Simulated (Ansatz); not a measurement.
Level of theory: frozen-core CCSD(T)/cc-pVTZ // PBE-D3(BJ)/def2-TZVP run with Ansatz (a first-principles code).

Ansatz 0.2 input:
```yaml
crystal:
  periodic: [false, false, false]
  atoms:
    - { symbol: S, position_ang: [2.653891, -1.06054, -1.104593] }
    - { symbol: S, position_ang: [2.053178, -0.319418, 0.734739] }
    - { symbol: C, position_ang: [0.398557, 0.054407, 0.506364] }
    - { symbol: C, position_ang: [-0.701402, 0.125321, -0.205712] }
    - { symbol: S, position_ang: [-1.462478, -0.178089, -1.715741] }
    - { symbol: C, position_ang: [-0.884827, 0.24115, 1.285158] }
    - { symbol: H, position_ang: [2.997212, 0.124115, -1.676455] }
    - { symbol: H, position_ang: [-2.648648, 0.393149, -1.394532] }
    - { symbol: H, position_ang: [-1.302285, -0.60587, 1.85198] }
    - { symbol: H, position_ang: [-1.103197, 1.225775, 1.718795] }
basis:
  gaussian: { orbitals: cc-pVTZ }
correlation:
  method: ccsd_t
```

Output:

```
Functional definition: HF
1426 factors; integrals over basis functions are off by at most 9.1e-4 eV
mean field evaluation 1: about -35602.6975 eV, gradient 3.1e1 eV
mean field evaluation 2: about -35603.1891 eV, gradient 3.1e1 eV
mean field evaluation 4: about -35606.4076 eV, gradient 4.8e0 eV
mean field evaluation 8: about -35606.5098 eV, gradient 3.7e-1 eV
mean field evaluation 16: about -35606.5106 eV, gradient 2.4e-6 eV
mean field -35606.51063305 eV, -1308.5151308048 hartree, gradient 2.4e-6 eV, S^2 0.000000; 0 other end points of the search recorded, 0 dependent functions left out
18 core orbitals not correlated
reference -35606.51063305 eV, -1308.5151308048 hartree; 17, 17 occupied and 213, 213 virtual orbitals, 1426 factors
second order -27.32406699 eV of doubles, -0.00000000 eV of singles
cycle   1  -27.74754578 eV  change   -4.2e-1 eV  update   1.3e-1
cycle   2  -28.53592243 eV  change   -7.9e-1 eV  update   4.0e-2
cycle   3  -28.70068888 eV  change   -1.6e-1 eV  update   1.9e-2
cycle   4  -28.69018160 eV  change    1.1e-2 eV  update   4.8e-3
cycle   5  -28.69054229 eV  change   -3.6e-4 eV  update   2.3e-3
cycle   6  -28.69061621 eV  change   -7.4e-5 eV  update   6.7e-4
cycle   7  -28.69019629 eV  change    4.2e-4 eV  update   3.0e-4
cycle   8  -28.69016547 eV  change    3.1e-5 eV  update   1.1e-4
cycle   9  -28.69018273 eV  change   -1.7e-5 eV  update   3.9e-5
perturbative correction -1.53422480 eV, -0.0563817216 hartree
Total energy: -35636.73504058 eV, -1309.6258572949 hartree
```

Cost: roughly 6 core-minutes.
